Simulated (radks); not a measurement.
Values are calculated unless marked as measured or tabulated.
The oxygen anion O2-, [Ne], held by a Watson sphere: a shell of charge +2 at radius R that stands for the Madelung well of a crystal (potential energy -2/R inside, -2/r outside, in hartree with lengths in bohr). Code: a radial shooting solver on a logarithmic mesh with Libxc functionals. Model: scalar-relativistic Kohn-Sham, r2SCAN, spin-polarised, spherical densities, finite nucleus; meta-GGA in the generalised Kohn-Sham scheme; Fermi nuclear charge, rms radius of each element as measured or else 0.836 A^(1/3) + 0.57 fm.

R (bohr)  e(1s) (eV)  e(2s) (eV)  e(2p) (eV)  <r> 2p (bohr)  sum of <r^2> (bohr^2)  X-ray form factor at sin(theta)/lambda = 0.1 1/angstrom
1.58         -513.79     -25.601      -9.763          1.375                  18.37                                                    8.793
1.93         -514.00     -23.708      -8.317          1.463                  20.78                                                    8.663
2.01         -513.99     -23.328      -8.012          1.482                  21.32                                                    8.636
2.91         -513.21     -20.200      -5.261          1.667                  27.36                                                    8.365
3.18         -512.91     -19.579      -4.656          1.716                  29.23                                                    8.297
3.26         -512.82     -19.416      -4.494          1.730                  29.80                                                    8.277
3.29         -512.79     -19.357      -4.434          1.735                  30.01                                                    8.270
3.3          -512.78     -19.337      -4.415          1.737                  30.08                                                    8.268
3.71         -512.36     -18.640      -3.699          1.807                  33.09                                                    8.176
